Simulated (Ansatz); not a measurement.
Complex (SMILES): C#C (C2H2) with C[SiH3] (CH3-SiH3), atoms 1 to 4 the first; geometry from B3LYP-D3(BJ)/def2-TZVP, monomers rigid:
```xyz
12

C     -0.1165     0.4274    -0.3481
C     -0.5435    -0.4531     0.3410
H     -0.9236    -1.2325     0.9556
H      0.2711     1.2052    -0.9599
C      2.6297    -2.0608    -1.5202
Si     3.4368    -0.4101    -1.1513
H      2.6930    -2.2958    -2.5843
H      3.1200    -2.8641    -0.9671
H      1.5772    -2.0398    -1.2355
H      3.3716    -0.0937     0.2950
H      4.8630    -0.4218    -1.5626
H      2.7610     0.6825    -1.8956
```

Basis-set convergence of the uncorrected interaction energy at PBE with Ansatz (a quantum-chemistry and plane-wave program). Cartesian d functions, on some or all atoms, in 6-31+G*, 6-311+G**; all else is spherical. The program fits the integrals of some runs and decomposes those of others, by size. No added dispersion term, no relativity. Functions are those of the species that has most. Reference: the counterpoise-corrected one, the value in aug-pcseg-3, -0.52 kcal/mol. Deviations are taken from unrounded values.

| basis | functions | uncorrected interaction energy (kcal/mol) | minus reference (kcal/mol) |
|---|---|---|---|
| pcseg-0 | 56 | -1.22 | -0.70 |
| def2-SV(P) | 76 | -1.06 | -0.54 |
| 6-31+G* | 96 | -0.57 | -0.05 |
| def2-SVP | 100 | -1.05 | -0.53 |
| pcseg-1 | 100 | -0.61 | -0.09 |
| 6-311+G** | 145 | -0.52 | 0.00 |
| def2-TZVP | 178 | -0.56 | -0.04 |
| 6-311++G(2d,2p) | 196 | -0.54 | -0.02 |
| pcseg-2 | 236 | -0.51 | 0.01 |
| def2-TZVPP | 247 | -0.56 | -0.04 |
| 6-311++G(3df,3pd) | 308 | -0.59 | -0.07 |
| def2-QZVPP | 481 | -0.53 | -0.02 |
| pcseg-3 | 508 | -0.52 | 0.00 |

The smallest set listed that lies within 0.2 kcal/mol of the reference with all its larger relatives (same family, alike in diffuse functions; a set with none counts only in the reference's own line) is 6-31+G* (96 functions, -0.05 kcal/mol off).
